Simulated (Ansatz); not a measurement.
A structure relaxed at PBE0-D4/def2-TZVP, charge 0, multiplicity 1:

```tsv
atom	x (Å)	y (Å)	z (Å)
C1	-2.353	-3.381	0.819
C2	-1.593	-2.071	0.712
C3	-0.509	-1.934	1.770
C4	0.269	-0.638	1.658
C5	1.210	-0.577	0.477
O6	1.537	-1.563	-0.138
C7	1.710	0.792	0.086
C8	0.787	1.407	-0.965
C9	1.229	2.795	-1.398
C10	0.318	3.398	-2.452
H11	-2.834	-3.481	1.797
H12	-1.680	-4.233	0.694
H13	-3.131	-3.457	0.056
H14	-1.136	-1.992	-0.279
H15	-2.292	-1.230	0.802
H16	-0.962	-1.999	2.765
H17	0.189	-2.772	1.683
H18	-0.400	0.230	1.620
H19	0.897	-0.476	2.544
H20	1.757	1.446	0.963
H21	2.717	0.685	-0.324
H22	-0.237	1.458	-0.575
H23	0.753	0.742	-1.834
H24	1.267	3.452	-0.521
H25	2.254	2.742	-1.781
H26	-0.707	3.489	-2.082
H27	0.653	4.394	-2.749
H28	0.289	2.775	-3.350
```

Question: Give its formula and SMILES.

Answer: C9H18O, `CCCCC(=O)CCCC`.

Question: Point group (tolerance 0.08 Å, 0.16 Å for H)?

Answer: C1.

Question: Summarise the bond lengths by kind.

Answer: 8 × C–C 1.509 to 1.528 Å; 18 × C–H 1.092 to 1.099 Å; 1 × C–O 1.207 Å.

Computed with Ansatz.
